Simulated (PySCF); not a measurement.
## Which determinant of RbCl lies lowest?

Unrestricted PBE0; Rb x2c-TZVPPall, Cl x2c-TZVPPall; spin-free X2C with a Gaussian nucleus (PySCF 2.14). Outer shells of the fragments: Rb 5s1; Cl 3s2 3p5.

Followed along the bond (rough minima from three points):

```csv
2Ms+1,unpaired,⟨S²⟩ at the start,R at minimum (Å),Te (eV)
1,none,0.00,2.78,0.00
3,"σ ↑, π ↑",2.00,none in the scan,≤ 4.34
```

Solutions found at the starting distance of 3.030 Å, counted from the lowest of them; the search is not exhaustive and high or unbound solutions are not listed, so other states can lie among these:

```csv
2Ms+1,unpaired,term,E (eV),⟨S²⟩,⟨Lz²⟩,μ (D)
1,none,¹Σ⁺,0.00,0.00,0.00,-11.47
3,"σ ↑, π ↑",³Π,4.33,2.00,1.01,1.80
1,"σ ↑, π ↓",mixed,4.34,1.00,1.01,2.01
3,σ ↑↑,³Σ⁺,4.46,2.00,0.00,2.02
3,π ↑↑,mixed,5.51,2.00,2.01,0.84
3,π ↑↑,mixed,5.56,2.00,2.01,1.80
3,"σ ↑, π ↑",³Π,5.72,2.00,1.00,2.01
3,"π ↑, δ ↑",mixed,6.20,2.00,5.01,0.63
```

A term symbol is given only where ⟨S²⟩ and ⟨Lz²⟩ are close to those of a pure state; real π, δ and φ orbitals otherwise mix terms. A positive dipole means Rb(−)Cl(+).

Counting both spins, an empty level lies below a filled one in some of these solutions, because spin and occupation are held.
